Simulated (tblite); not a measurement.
Species: C₆H₁₀ClSi (doublet state).
Atom-mapped SMILES: `[CH2:1]=[C:2]([Cl:3])/[CH:4]=[CH:5]/[CH:6][CH2:7][SiH3:8]` (hydrogens: H9, H10 on C1; H11 on C4; H12 on C5; H13 on C6; H14, H15 on C7; H16, H17, H18 on Si8)

Structure optimised with GFN2-xTB, isolated species. This method treats the open shell by occupation alone, without spin polarisation.

Problem. Give the optimised bond lengths and angles.

Solution. 
| bond | length (pm) | order |
| --- | --- | --- |
| C1=C2 | 135.0 | double |
| C2–Cl3 | 174.4 | single |
| C2–C4 | 140.9 | single |
| C4=C5 | 139.2 | double |
| C5–C6 | 136.4 | single |
| C6–C7 | 146.9 | single |
| C7–Si8 | 192.7 | single |
| C1–H9 | 107.5 | single |
| C1–H10 | 107.4 | single |
| C4–H11 | 108.1 | single |
| C5–H12 | 108.2 | single |
| C6–H13 | 108.2 | single |
| C7–H14, C7–H15 | 109.0 | single |
| Si8–H16, Si8–H17, Si8–H18 | 146.3 | single |

Bonds in one row agree within 1 pm and their mean is given. Orders are formal, as drawn. A selection of angles:
| angle | degrees |
| --- | --- |
| C2–C1–H9 | 120.2 |
| C2–C1–H10 | 122.0 |
| H9–C1–H10 | 117.8 |
| C1–C2–Cl3 | 117.5 |
| C1–C2–C4 | 125.0 |
| Cl3–C2–C4 | 117.5 |
| C2–C4–C5 | 126.0 |
| C2–C4–H11 | 115.5 |
| C5–C4–H11 | 118.5 |
| C4–C5–C6 | 123.9 |
| C4–C5–H12 | 117.8 |
| C6–C5–H12 | 118.3 |
| C5–C6–C7 | 124.0 |
| C5–C6–H13 | 119.1 |
| C7–C6–H13 | 116.8 |
| C6–C7–Si8 | 109.4 |
| C6–C7–H14 | 110.9 |
| Si8–C7–H14 | 108.7 |
| Si8–C7–H15 | 108.3 |
| H14–C7–H15 | 108.5 |
| C7–Si8–H16 | 108.0 |
| C7–Si8–H17 | 108.5 |
| H16–Si8–H17 | 111.0 |
| H16–Si8–H18 | 110.3 |

Dihedral angles: C1–C2–C4–C5 179° (antiperiplanar); C2–C4–C5–C6 179° (antiperiplanar); C4–C5–C6–C7 178° (antiperiplanar); C5–C6–C7–Si8 -97° (anticlinal). The mirror-image conformer, all signs reversed, is as good.

C1 (carbon bonded to C and 2 H) is planar (angles 122.0°, 120.2° and 117.8°, sum 360.0°, 0.00 Å off the plane of its three neighbours). C2 (carbon bonded to 2 C and Cl) is planar (angles 125.0°, 117.5° and 117.5°, sum 360.0°, 0.00 Å off the plane of its three neighbours). C5 (carbon bonded to 2 C and H) is planar (angles 123.9°, 118.3° and 117.8°, sum 360.0°, 0.00 Å off the plane of its three neighbours). The C–C distances run from 1.350 Å (C1=C2, drawn double in a drawing that doesn't fit all lengths) to 1.469 Å (C6–C7, drawn single in a drawing that doesn't fit all lengths), a spread of 0.119 Å. C6 (carbon bonded to 2 C and H) is planar (angles 124.0°, 119.1° and 116.8°, sum 359.9°, 0.02 Å off the plane of its three neighbours). C4 (carbon bonded to 2 C and H) is planar (angles 126.0°, 118.5° and 115.5°, sum 360.0°, 0.00 Å off the plane of its three neighbours). Of the pairs four or more bonds apart, Cl3···H12 is among the closest relative to their van der Waals radii: 2.61 Å, 89 % of the sum of Bondi's values.

Point group: C1 (no symmetry element, even within 0.4 Å). Its GFN2-xTB frequencies are all real (lowest 36 cm⁻¹). 3 starts were optimised and ended at 0.00, 0.01 and 1.04 kcal/mol (GFN2-xTB); the lowest of these is shown.

Time: 0.64 s wall. Hardware: Arm Neoverse V1, one thread (shared host). This is the geometry optimisation.

These are computed values.
